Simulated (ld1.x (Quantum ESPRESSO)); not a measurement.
## Plane-wave convergence, PAW potential for arsenic (As)

* Element: arsenic
* Generator: ld1.x (Quantum ESPRESSO) 7.5
* Type: PAW
* Functional: LDA (PZ)
* Relativity: scalar-relativistic
* Frozen core: [Ar]
* Valence charge: 15
* Reference configuration: 3d10 4s2 4p3
* Partial waves: 4s (bound): rcut 1.10, rcutus 1.40 bohr; 4s channel at -0.05 Ry: rcut 1.10, rcutus 1.40 bohr; 4p (bound): rcut 2.10, rcutus 2.25 bohr; 4p channel at -0.05 Ry: rcut 2.10, rcutus 2.25 bohr; 3d (bound): rcut 1.25, rcutus 1.45 bohr; 3d channel at -0.95 Ry: rcut 1.25, rcutus 1.45 bohr
* Local potential: all-electron potential smoothed inside 2.14 bohr (lloc = -1)
* Core correction: Bessel-smoothed model core inside 1.10 bohr
* Augmentation charge: PSQ, inside the norm-conserving radii

The pseudo-atom Hamiltonian at the reference potential is diagonalised in spherical Bessel functions j_l(qr) that vanish at 20 bohr, with q² up to the cutoff. All-electron valence levels (Ry): 4s -1.0806, 4p -0.3930, 3d -3.0056.

Task: How do the lowest levels (Ry) of each channel move with the cutoff, and are there ghosts?

Result:

```
cutoff (Ry)     s #1     s #2     p #1     d #1    d #2    f #1    f #2  Σ f·Δε (mRy)
          8  -0.9739  -0.0259  -0.3856  -1.0074  0.0655  0.1139  0.2417       20218.4
         15  -1.0650  -0.0325  -0.3931  -2.3622  0.0641  0.1139  0.2417        6466.2
         21  -1.0795  -0.0336  -0.3932  -2.8071  0.0638  0.1139  0.2417        1987.8
         35  -1.0803  -0.0337  -0.3932  -2.9854  0.0635  0.1139  0.2417         202.7
         45  -1.0807  -0.0337  -0.3932  -3.0023  0.0635  0.1139  0.2417          33.0
         60  -1.0807  -0.0338  -0.3932  -3.0051  0.0631  0.1139  0.2417           5.7
         80  -1.0808  -0.0338  -0.3932  -3.0054  0.0627  0.1139  0.2417           1.9
        110  -1.0808  -0.0338  -0.3932  -3.0056  0.0627  0.1139  0.2417           0.6
        400  -1.0808  -0.0338  -0.3932  -3.0056  0.0627  0.1139  0.2417           0.0
```

Result: no extra level below or beside the all-electron valence levels (s, p, d, f tested); 10 mRy is reached at 55 Ry and 1 mRy at 90 Ry.

Test run stopped at test 3 of 9 (negative rho).
